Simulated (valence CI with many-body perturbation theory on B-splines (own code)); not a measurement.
**E1 transitions of Eu31+**

Level of theory: relativistic CI+MBPT: four valence electrons over a frozen Dirac-Fock core [Ar] 3d10, a basis of 11 s, 11 p, 9 d, 7 f, 5 g, 2 h, 1 i functions for each j, with the one-electron correlation potential Σ1 (screened to all orders), the two-electron term Σ2, the three-electron term Σ3, Breit, model QED; selected single and double excitations, second order for the rest (own B-spline code, finite nucleus).

No measured spectrum was set against this ion. As an estimate, large intervals hold to a few tenths of a per cent, small ones and those within an open d or f shell to about a per cent.

Lines 1 to 50 of 226 in falling wavelength, among levels below 300.18 eV, chosen from the strongest by gf and those to the six lowest levels. Wavelengths and rates use the calculated energies. Electric multipoles are in the length gauge, E1 and E2 with the static RPA response of the core. Weak lines are less certain than strong ones. Lines between different terms over intervals too small for the method are left out, as are lines whose strength nearly cancels. Where a level lies close to another of its J and parity, the split of strength between their lines is uncertain. The highest levels of a list are the least certain.

Levels are named by their leading jj configuration (3d3/2^4 stands for four electrons in 3d with j = 3/2), which in mixed levels can hold well under half, so a name can repeat and another be missing. Letters in brackets count levels of one name in rising energy.

```csv
λ vac (Å),Upper,Lower,A (s⁻¹),S (a.u.) with core polarisation,S without
460.0,(4s 4p1/2^2 4p3/2) J=2,(4s^2 4p3/2^2) J=2,8.39e+06,2.02e-03,2.16e-03
399.6,(4s 4p1/2^2 4p3/2) J=1,(4s^2 4p3/2^2) J=0,1.09e+07,1.03e-03,1.10e-03
322.9,(4s 4p1/2^2 4p3/2) J=1,(4s^2 4p3/2^2) J=2,8.89e+07,4.43e-03,4.75e-03
227.7,(4s 4p1/2 4p3/2 4d3/2) J=3 [a],(4s^2 4p3/2 4d3/2) J=2,1.33e+09,5.42e-02,5.83e-02
221.2,(4s 4p1/2 4p3/2 4d3/2) J=4,(4s^2 4p3/2 4d3/2) J=3,1.96e+09,9.44e-02,1.01e-01
213.6,(4s 4p1/2 4p3/2 4d5/2) J=4 [a],(4s^2 4p3/2 4d3/2) J=3,1.22e+09,5.30e-02,5.70e-02
207.6,(4s 4p1/2 4p3/2 4d5/2) J=4 [a],(4s^2 4p3/2 4d5/2) J=4,1.34e+09,5.32e-02,5.73e-02
204.9,(4s 4p1/2 4p3/2^2) J=2 [a],(4s^2 4p3/2^2) J=2,8.21e+08,1.74e-02,1.88e-02
203.7,(4s 4p1/2 4p3/2 4d5/2) J=3 [b],(4s^2 4p3/2 4d5/2) J=2,2.32e+09,6.79e-02,7.30e-02
202.1,(4s 4p1/2 4p3/2 4d5/2) J=4 [b],(4s^2 4p3/2 4d5/2) J=3,4.02e+09,1.48e-01,1.59e-01
196.1,(4s 4p1/2^2 4d5/2) J=3,(4s^2 4p1/2 4d5/2) J=2,3.81e+09,9.92e-02,1.06e-01
194.9,(4s 4p1/2 4p3/2 4d5/2) J=3 [a],(4s^2 4p3/2 4d3/2) J=3,1.66e+09,4.25e-02,4.56e-02
190.4,(4p1/2 4p3/2^3) J=2,(4s^2 4p3/2 4d3/2) J=1,4.23e+09,7.20e-02,7.75e-02
189.8,(4s 4p1/2^2 4d5/2) J=3,(4s^2 4p1/2 4d5/2) J=3,3.79e+09,8.95e-02,9.61e-02
188.1,(4s 4p1/2 4p3/2 4d5/2) J=5,(4s^2 4p3/2 4d5/2) J=4,6.44e+09,2.33e-01,2.50e-01
188.1,(4s 4p1/2^2 4p3/2) J=2,(4s^2 4p1/2 4p3/2) J=2,4.21e+09,6.92e-02,7.43e-02
188.1,(4s 4p1/2 4p3/2 4d5/2) J=3 [a],(4s^2 4p3/2 4d3/2) J=2,1.69e+09,3.89e-02,4.18e-02
187.6,(4s 4p1/2 4p3/2 4d3/2) J=3 [b],(4s^2 4p3/2 4d3/2) J=3,1.88e+09,4.28e-02,4.60e-02
187.2,(4s 4p1/2^2 4d3/2) J=2,(4s 4p1/2 4p3/2^2) J=1 [a],2.84e+09,4.59e-02,4.93e-02
185.2,(4p1/2^2 4p3/2^2) J=2,(4s 4p1/2 4p3/2^2) J=2 [b],4.57e+09,7.17e-02,7.71e-02
185.0,(4s 4p1/2 4p3/2^2) J=3,(4s^2 4p3/2^2) J=2,6.22e+09,1.36e-01,1.46e-01
183.7,(4s 4p1/2 4p3/2 4d5/2) J=2 [c],(4s^2 4p3/2 4d5/2) J=1,3.46e+09,5.29e-02,5.69e-02
181.3,(4s 4p1/2 4p3/2 4d3/2) J=3 [b],(4s^2 4p3/2 4d3/2) J=2,1.75e+09,3.61e-02,3.87e-02
180.1,(4s 4p1/2 4p3/2 4d3/2) J=2 [b],(4s^2 4p3/2 4d3/2) J=2,2.83e+09,4.07e-02,4.38e-02
179.1,(4s 4p1/2^2 4p3/2) J=2,(4s^2 4p1/2 4p3/2) J=1,6.06e+09,8.60e-02,9.24e-02
178.4,(4s 4p1/2 4p3/2^2) J=1 [a],(4s^2 4p3/2^2) J=0,2.37e+09,1.99e-02,2.14e-02
175.2,(4s 4p1/2 4p3/2 4d5/2) J=3 [e],(4s^2 4p3/2 4d5/2) J=3,3.84e+09,7.13e-02,7.66e-02
175.0,(4s^2 4p1/2 4d3/2) J=2,(4s^2 4p3/2^2) J=2,1.59e+09,2.10e-02,2.26e-02
172.1,(4s 4p1/2^2 4d3/2) J=1,(4s^2 4p1/2 4d3/2) J=2,7.20e+09,5.43e-02,5.83e-02
171.5,(4s 4p1/2^2 4d3/2) J=2,(4s^2 4p1/2 4d3/2) J=2,7.75e+09,9.66e-02,1.04e-01
166.6,(4s 4p1/2^2 4d5/2) J=2,(4s^2 4p1/2 4d5/2) J=2,3.99e+09,4.56e-02,4.89e-02
166.6,(4s 4p1/2 4p3/2^2) J=1 [b],(4s^2 4p3/2^2) J=0,5.90e+09,4.03e-02,4.34e-02
166.3,(4p1/2 4p3/2^3) J=1,(4s 4p3/2^3) J=2,1.33e+10,9.03e-02,9.70e-02
165.8,(4p1/2^2 4p3/2^2) J=0,(4s 4p1/2 4p3/2^2) J=1 [b],3.62e+10,8.15e-02,8.75e-02
165.8,(4p1/2 4p3/2^3) J=2,(4s 4p3/2^3) J=2,7.14e+09,8.02e-02,8.63e-02
164.4,(4s 4p1/2 4p3/2 4d5/2) J=2 [e],(4s^2 4p3/2 4d5/2) J=3,3.77e+09,4.14e-02,4.45e-02
162.9,(4s 4p1/2^2 4d3/2) J=2,(4s 4p1/2 4p3/2^2) J=3,8.88e+09,9.47e-02,1.02e-01
162.1,(4s 4p1/2^2 4d5/2) J=2,(4s^2 4p1/2 4d5/2) J=3,1.03e+10,1.09e-01,1.17e-01
162.0,(4s 4p1/2^2 4d5/2) J=2,(4s^2 4p1/2 4d3/2) J=1,4.33e+09,4.55e-02,4.89e-02
162.0,(4s 4p1/2 4p3/2 4d5/2) J=2 [c],(4s^2 4p3/2 4d5/2) J=2,4.37e+09,4.58e-02,4.93e-02
161.3,(4s 4p1/2 4p3/2^2) J=1 [a],(4s^2 4p3/2^2) J=2,4.78e+09,2.97e-02,3.18e-02
160.3,(4s 4p1/2^2 4p3/2) J=1,(4s^2 4p1/2 4p3/2) J=2,1.45e+10,8.86e-02,9.51e-02
159.7,(4s 4p1/2 4p3/2 4d5/2) J=2 [d],(4s^2 4p3/2 4d5/2) J=2,4.14e+09,4.17e-02,4.48e-02
158.5,(4s 4p1/2 4p3/2 4d3/2) J=2 [c],(4s^2 4p3/2 4d3/2) J=3,7.04e+09,6.92e-02,7.43e-02
156.6,(4s 4p1/2 4p3/2 4d5/2) J=4 [c],(4s^2 4p3/2 4d5/2) J=4,7.18e+09,1.22e-01,1.31e-01
156.5,(4s 4p1/2 4p3/2 4d5/2) J=3 [d],(4s^2 4p3/2 4d5/2) J=4,1.09e+10,1.44e-01,1.55e-01
155.5,(4p1/2^2 4p3/2^2) J=0,(4s 4p1/2 4p3/2^2) J=1 [a],1.75e+10,3.25e-02,3.49e-02
153.7,(4s 4p1/2 4p3/2 4d3/2) J=1 [e],(4s^2 4p3/2 4d5/2) J=2,5.51e+09,2.96e-02,3.19e-02
153.7,(4s 4p1/2^2 4p3/2) J=1,(4s^2 4p1/2 4p3/2) J=1,3.03e+09,1.63e-02,1.75e-02
152.2,(4s 4p1/2 4p3/2 4d5/2) J=2 [d],(4s 4p3/2^3) J=1,4.71e+09,4.10e-02,4.41e-02
```
